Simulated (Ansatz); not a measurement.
A structure relaxed at PBE-D4/def2-SVP in Ansatz, charge 0, singlet:

```xyz
12

Zn   -1.819    0.494   -0.642
O    -1.872    0.501    1.268
O    -1.487   -1.565   -0.837
Zn   -1.011   -1.390    1.005
Zn   -0.079    0.955    1.746
O     0.579   -1.018    1.998
O    -0.579    1.018   -1.998
Zn    0.079   -0.955   -1.745
Zn    1.011    1.390   -1.005
O     1.487    1.565    0.837
O     1.872   -0.501   -1.268
Zn    1.819   -0.494    0.642
```

Question: Give its formula and point group.

Answer: Zn₆O₆, a cluster cut from wurtzite ZnO (bare). Point group D3d (tolerance 0.1 Å).

Question: Summarise the bond lengths by kind (pairs closer than 1.2 times the sum of covalent radii, bridged metal pairs left out).

Answer: 18 × O–Zn 1.91 to 2.09 Å.
